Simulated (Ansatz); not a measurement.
Reaction (substitution at a C–C bond): `O=C(O)C[SiH3]` + `CC=N` → `C/C=N/C(=O)O` + `C[SiH3]`

Isolated molecules relaxed with PBE0-D4/def2-TZVP in Ansatz; ΔE leaves out vibrations. CCSD(T)/CBS is the MP2 limit (def2-TZVPP, def2-QZVPP) plus CCSD(T) − MP2 in def2-TZVPP, frozen cores. This one scheme is used for every species. DFT in def2-TZVPP. B3LYP here is the variant with VWN-RPA as its local correlation; programs differ in this. One conformer a species, not always the lowest.

```tsv
level	ΔE (kJ/mol)	difference from CCSD(T)/CBS
PBE-D4	-16.8	-8.5
r2SCAN-D4	-19.1	-10.8
B3LYP-D4	-15.9	-7.6
ωB97X-V	-13.8	-5.5
ωB97M-V	-12.0	-3.7
B2PLYP	-15.2	-6.9
MP2/def2-TZVPP	-10.9	-2.6
SCS-MP2/def2-TZVPP	-9.9	-1.6
CCSD/def2-TZVPP	-9.2	-0.9
CCSD(T)/def2-TZVPP	-9.7	-1.4
HF/def2-QZVPP	-19.2	-10.9
MP2/def2-QZVPP	-10.0	-1.7
SCS-MP2/def2-QZVPP	-9.1	-0.8
HF/CBS(def2)	-19.1	-10.8
MP2/CBS(def2)	-9.5	-1.2
CCSD/CBS(def2)	-7.8	0.5
CCSD(T)/CBS	-8.3	0
```

Largest T1 diagnostic among the species: 0.016.

In def2-TZVPP, CCSD(T) changes the Hartree–Fock value by +9.6 kJ/mol (the triples alone add −0.4 kJ/mol) and MP2 by +8.4 kJ/mol.
